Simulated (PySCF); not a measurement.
BGeH6NSi, CH7BGeSi, C2H7BGe (calculated)

Computed with PySCF 2.14.0. Calculation on a computer-drawn molecule: optimised geometry and harmonic frequencies of an isolated molecule of the commonest isotopes, restricted reference for singlets and unrestricted otherwise, frozen core in MP2; on germanium a core potential holds 10 electrons, which the energies leave out, and 3d is frozen in MP2 and coupled-cluster steps.

Common to all runs: charge 0; multiplicity 1; method HF; basis and core potential on germanium cc-pVDZ-PP ECP10MDF.

(1) BGeH6NSi

Start structure:
```xyz
10
BGeH6NSi
B     -3.2315     1.4193    -1.4401
Si    -1.3894     1.3446    -2.0742
N     -0.0734     1.4294    -1.1099
Ge     0.3764     1.5756     0.6303
H     -3.8121     0.3949    -1.1152
H     -3.7952     2.4045    -1.2673
H     -0.9835     1.2596    -3.5135
H     -0.1643     0.3889     1.4054
H      1.8749     1.5984     0.6386
H     -0.0844     2.8730     1.1408
```

Here we set basis cc-pV(D+d)Z.

Results for BGeH6NSi: rotational constants 9.936, 1.428, 1.282 GHz; total energy -664.8746 hartree; convergence status largest gradient component 4.227e-06 hartree/bohr.

Drawn bonds:
```
atom  other atom  order
   1           2      1
   2           3      2
   3           4      1
   1           5      1
   1           6      1
   2           7      1
   4           8      1
   4           9      1
   4          10      1
```

Optimised structure:
```xyz
10
BGeH6NSi
B     -3.2551     1.0936    -1.4815
Si    -1.3539     1.5597    -2.0295
N     -0.1052     1.7332    -1.0975
Ge     0.4484     1.6755     0.6260
H     -3.6160    -0.0468    -1.4159
H     -4.0483     1.9515    -1.2165
H     -1.2121     1.7408    -3.4938
H     -0.6975     1.3268     1.6006
H      1.5420     0.6111     0.7762
H      1.0152     3.0428     1.0269
```

Modes:
```
frequency (cm⁻¹)  reduced mass (dalton)
           58.21                  4.572
           74.85                  1.071
           109.3                   1.06
             200                  3.523
           222.1                   4.15
           461.3                  1.082
           507.3                  7.521
           643.9                  3.538
           695.3                  1.155
           703.3                  1.229
           717.1                  1.273
             871                  1.341
           954.2                  1.034
           963.2                   1.02
           963.7                  1.043
            1002                  1.268
            1251                  1.158
            1373                  11.27
            2154                  1.022
            2203                  1.024
            2230                  1.013
            2303                  1.042
            2689                  1.053
            2772                  1.125
```

(2) CH7BGeSi

Start structure:
```xyz
11
CH7BGeSi
B     -1.7412    -1.6914     0.1191
Si    -0.1565    -0.6326    -0.3611
C      0.4695    -0.4751    -2.0247
Ge     0.8564     0.8548     1.1437
H     -2.1437    -1.6653     1.2341
H     -2.2498    -2.4147    -0.6527
H      0.1081    -1.0131    -2.8626
H      1.2840     0.2240    -2.2092
H      2.0060     1.6444     0.5763
H      1.4447     0.1960     2.3849
H     -0.0241     1.9128     1.7985
```

Here we set basis cc-pV(D+d)Z.

Results for CH7BGeSi: rotational constants 6.096, 1.718, 1.363 GHz; total energy -648.8569 hartree; convergence status largest gradient component 1.563e-05 hartree/bohr.

Drawn bonds:
```
atom  other atom  order
   1           2      1
   2           3      2
   2           4      1
   1           5      1
   1           6      1
   3           7      1
   3           8      1
   4           9      1
   4          10      1
   4          11      1
```

Optimised structure:
```xyz
11
CH7BGeSi
B     -1.7058    -1.6887     0.0831
Si    -0.1524    -0.4865    -0.3570
C      0.4331    -0.4897    -1.9673
Ge     0.9165     0.9419     1.2429
H     -2.1849    -1.7566     1.1798
H     -2.1713    -2.3659    -0.7895
H     -0.0161    -1.1184    -2.7303
H      1.2632     0.1176    -2.3130
H      2.0580     1.7048     0.5638
H      1.4906     0.1272     2.4086
H     -0.0775     1.9542     1.8252
```

Modes:
```
frequency (cm⁻¹)  reduced mass (dalton)
           74.89                  1.063
           127.4                  3.168
           148.3                  3.935
           183.4                  2.722
             196                  1.061
             347                  6.268
           494.9                  1.079
           513.2                  1.099
           643.9                  1.033
           661.3                   3.03
             688                  1.388
           820.7                  1.476
           893.6                  1.275
           895.5                  1.075
           958.2                  1.107
           963.4                  1.184
           970.3                  1.028
            1012                  4.098
            1257                  1.151
            1514                  1.205
            2205                  1.023
            2213                  1.023
            2225                  1.013
            2682                  1.052
            2768                  1.127
            3288                  1.058
            3378                  1.113
```

(3) C2H7BGe

Start structure:
```xyz
11
C2H7BGe
C     -2.8934    -1.5210     1.9348
B     -1.8877    -1.7523     0.9338
C     -0.8098    -1.9755    -0.1227
Ge    -0.4217    -0.1655    -1.0131
H     -3.3499    -0.5630     1.9784
H     -3.3761    -2.2457     2.5631
H      0.1200    -2.2505     0.3008
H     -1.1256    -2.6789    -0.8856
H      0.0118     0.7899    -0.0899
H     -1.6213     0.2646    -1.7410
H      0.6202    -0.3976    -2.0353
```

Settings of this run: basis cc-pVDZ.

Results for C2H7BGe: rotational constants 14.48, 1.914, 1.746 GHz; total energy -397.8228 hartree; convergence status largest gradient component 3.217e-05 hartree/bohr.

Drawn bonds:
```
atom  other atom  order
   1           2      2
   2           3      1
   3           4      1
   1           5      1
   1           6      1
   3           7      1
   3           8      1
   4           9      1
   4          10      1
   4          11      1
```

Optimised structure:
```xyz
11
C2H7BGe
C     -2.9124    -1.5155     1.8837
B     -1.9185    -1.7453     0.9449
C     -0.8256    -1.9307    -0.1084
Ge    -0.4380    -0.2153    -1.0379
H     -3.3511    -0.5327     2.0225
H     -3.3007    -2.3007     2.5234
H      0.1192    -2.2571     0.3329
H     -1.1215    -2.6374    -0.8876
H      0.0284     0.8374    -0.0309
H     -1.6879     0.2836    -1.7649
H      0.6746    -0.4817    -2.0543
```

Modes:
```
frequency (cm⁻¹)  reduced mass (dalton)
           82.45                  1.064
           108.4                  3.592
           169.8                   1.12
           352.1                  2.225
           352.9                  2.494
           540.6                  1.047
           547.4                  1.888
           615.8                   1.54
           792.5                  1.297
           806.4                  2.017
           862.5                   1.48
           880.4                  2.417
           927.3                  1.115
           965.2                  1.022
           968.4                  1.025
            1120                  1.084
            1149                  1.448
            1425                  1.149
            1524                  1.119
            1749                  6.556
            2228                  1.024
            2233                  1.024
            2248                  1.012
            3197                  1.058
            3256                  1.105
            3295                  1.063
            3371                  1.109
```
